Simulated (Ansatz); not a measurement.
C4H11NSi, SMILES `C=CN([SiH3])CC`, 17 atoms. Total charge 0; spin multiplicity 1. All runs use 4 threads of an Intel Xeon 6975P-C on a shared host. Correlated methods freeze the cores.

Task: Give the basis size and wall time and peak host memory of each of these runs in Ansatz. RKS BHLYP-D4/def2-TZVPP energy; RKS r2SCAN-D4/def2-TZVPP energy and forces; RKS BLYP-D4/def2-TZVPP energy; direct RPA on PBE orbitals/def2-TZVPP energy; RKS PBE0-D4/def2-TZVP relaxation (17 steps); RHF-CCSD(T)/def2-SVP energy; RHF-MP2/def2-TZVPP energy; RKS LC-ωPBE/def2-TZVPP energy; RKS ωB97M-V/def2-SVP energy; RKS PBE0-D4/def2-SVP energy; RKS ωB97M-V/def2-QZVPP energy; RKS PBE0-D4/def2-QZVPP energy. (Best estimate.)

Result: The calculation gave: Other jobs shared the machine, so times are rough.

```csv
level,job,functions,wall time,peak host memory (GiB)
RKS PBE0-D4/def2-SVP,energy,143,1.1 s,0.73
RKS BLYP-D4/def2-TZVPP,energy,351,2.1 s,0.6
RKS LC-ωPBE/def2-TZVPP,energy,351,2.8 s,0.9
RKS ωB97M-V/def2-SVP,energy,143,3.1 s,0.73
RKS BHLYP-D4/def2-TZVPP,energy,351,3.1 s,1.2
RKS r2SCAN-D4/def2-TZVPP,energy and forces,351,4.1 s,0.64
RHF-MP2/def2-TZVPP,energy,351,4.5 s,1.3
direct RPA on PBE orbitals/def2-TZVPP,energy,351,6 s,1.3
RHF-CCSD(T)/def2-SVP,energy,143,6.5 s,1.2
RKS PBE0-D4/def2-QZVPP,energy,685,11 s,3.2
RKS ωB97M-V/def2-QZVPP,energy,685,19 s,4
RKS PBE0-D4/def2-TZVP,relaxation (17 steps),258,52 s,0.91
```

LC-ωPBE has ω = 0.4 bohr⁻¹.
